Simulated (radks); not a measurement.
The table gives one normalised radial function P(r) = r R(r) of Hg in [Hg] (r in bohr). Method: scalar-relativistic Kohn-Sham, LB94 model potential, spin-polarised, spherical densities, finite nucleus; Fermi nuclear charge, rms radius 5.4648 fm; computed with a radial shooting solver on a logarithmic mesh with Libxc functionals.

r              P
0.002095   0.0001
0.002839   0.0001
0.003817   0.0003
0.005173   0.0007
0.007011   0.0016
0.009502   0.0036
0.01278    0.0077
0.01731    0.0163
0.02347    0.0334
0.0318     0.0651
0.04276    0.1159
0.05795    0.1897
0.07853    0.2677
0.1064     0.2994
0.1431     0.2151
0.1939    -0.0260
0.2628    -0.3246
0.3562    -0.4399
0.4789    -0.2025
0.6491     0.3073
0.8797     0.7608
1.192      0.9057
1.603      0.7582
2.172      0.4826
2.944      0.2388
3.99       0.0885
5.364      0.0233
7.27       0.0035

Which n and l does it have? It may be an empty orbital.

Answer. n = 5, l = 2: the number of nodes gives n - l - 1 = 2, the rise at small r (about r^(l+1), flatter next to the nucleus through relativity) gives l, and the extent must fit the shell. The curve is that of 5d. 5d: eigenvalue -15.554 eV, 2 radial nodes at r = 0.189, 0.546 bohr, <r> = 1.48 bohr, 90 % of the charge inside 2.30 bohr.
